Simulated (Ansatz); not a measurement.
# The vertical ionisation energy down a group: C to Sn

One atom is swapped for its congeners: SiH3(CH3) (methylsilane); SiH3(SiH3) (disilane); SiH3(GeH3); SiH3(SnH3). All are singlets with charge 0.

Shapes, held fixed at every level: PBE0-D4/def2-TZVP. Programs: Ansatz 0.2.0. Values in eV.

```json
{"level": "HF/def2-TZVPP", "SiH3(CH3)": "10.74", "SiH3(SiH3)": "9.80", "SiH3(GeH3)": "9.71", "SiH3(SnH3)": "9.32"}
{"level": "PBE-D4/def2-TZVPP", "SiH3(CH3)": "11.28", "SiH3(SiH3)": "10.38", "SiH3(GeH3)": "10.27", "SiH3(SnH3)": "9.86"}
{"level": "wB97M-V/def2-TZVPP", "SiH3(CH3)": "11.70", "SiH3(SiH3)": "10.63", "SiH3(GeH3)": "10.49", "SiH3(SnH3)": "10.09"}
{"level": "wB97X-V/def2-TZVPP", "SiH3(CH3)": "11.69", "SiH3(SiH3)": "10.62", "SiH3(GeH3)": "10.49", "SiH3(SnH3)": "10.10"}
{"level": "B2PLYP/def2-TZVPP", "SiH3(CH3)": "11.64", "SiH3(SiH3)": "10.54", "SiH3(GeH3)": "10.43", "SiH3(SnH3)": "10.01"}
{"level": "CCSD(T)/def2-TZVPP", "SiH3(CH3)": "11.74", "SiH3(SiH3)": "10.63", "SiH3(GeH3)": "10.52", "SiH3(SnH3)": "10.09"}
```

At CCSD(T)/def2-TZVPP the vertical ionisation energy falls at every step, from 11.74 to 10.09 eV. Every level shows the same order. For atoms past krypton def2 sets carry core potentials with scalar relativity. Relativity is left out for Ge unless named. Correlated rows may include outer-core shells of Ge, Sn, which these sets cover unevenly.
